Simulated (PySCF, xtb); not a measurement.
CCl₃, SMILES Cl[C](Cl)Cl (connectivity only; charge and spin as stated), charge +1, multiplicity 1.

Harmonic wavenumbers (cm⁻¹) from GFN2-xTB (xtb 6.7.1) at its own minimum, in rising order: 269, 269, 445, 506, 822, 823.

Problem. What does PBE0-D3(BJ)/def2-SVP (PySCF) give at its own minimum? (An estimate is asked for; the answer gives what the named calculation found.)

Solution. 317, 317, 531, 561, 1081, 1082. Paired by order, the mean absolute difference is 126 cm⁻¹ and the zero-point energies are 4.5 and 5.6 kcal/mol.
